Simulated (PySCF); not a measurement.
H4O4Sn, SMILES [Sn]([OH])([OH])([OH])[OH].

Geometry: PBE0-D3(BJ)/def2-SVP. The structure was generated by enumeration; whether it is a known compound was not checked. The def2 effective core potentials stand for the cores of Sn; spin–orbit coupling is left out. The values are those of a single conformer.

Level of theory: PySCF with PBE/def2-TZVP.

Symmetry labels are those of the subgroup C2 that the program uses (full group S4).

Computed valence orbital energies around the gap with their symmetry:
| orbital | symmetry | energy (eV) |
|---|---|---|
| HOMO−7 | A | -9.51 |
| HOMO−6 | A | -8.70 |
| HOMO−5 | B | -8.44 |
| HOMO−4 | B | -8.44 |
| HOMO−3 | A | -7.54 |
| HOMO−2 | A | -7.47 |
| HOMO−1 | B | -7.37 |
| HOMO | B | -7.37 |
| LUMO | A | -2.81 |
| LUMO+1 | A | -0.10 |
| LUMO+2 | B | -0.08 |
| LUMO+3 | B | -0.08 |
